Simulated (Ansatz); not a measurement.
CH6BPSSi, SMILES `PB1C[SiH2]S1`, relaxed with RKS PBE-D4/def2-SVP in Ansatz 0.2.0 from a rough embedded geometry. The force threshold is 0.03 eV/Å; the program also tests the step.

Total charge 0; spin multiplicity 1.

Start:

```xyz
11

P     0.586   -2.136   -1.498
B     0.045   -0.475   -0.789
C     0.141    0.185    0.685
Si   -0.781    1.782    0.429
S    -0.865    1.088   -1.520
H     0.065   -2.950   -0.477
H     1.929   -2.062   -0.938
H    -0.493   -0.453    1.398
H     1.158    0.264    1.024
H     0.221    2.900    0.563
H    -2.006    1.856    1.123
```

How much energy does the relaxation release, and in how many steps? (Estimate.)

The calculation gave: 1.07 eV, in 5 steps.

Which bonds change most? (An estimate is asked.)

Ansatz gave: B2–S5 from 1.952 to 1.822 Å; Si4–S5 from 2.071 to 2.199 Å; Si4–H11 from 1.409 to 1.505 Å; P1–B2 from 1.884 to 1.960 Å.

Give the relaxed structure. (Best estimate.)

Ansatz gave: 
```xyz
11

P     0.564   -2.032   -1.590
B    -0.013   -0.380   -0.705
C     0.146    0.077    0.816
Si   -0.690    1.716    0.406
S    -0.873    0.927   -1.639
H     0.073   -2.851   -0.504
H     1.870   -1.966   -0.973
H    -0.405   -0.575    1.526
H     1.199    0.128    1.165
H     0.156    2.959    0.461
H    -2.026    1.998    1.037
```
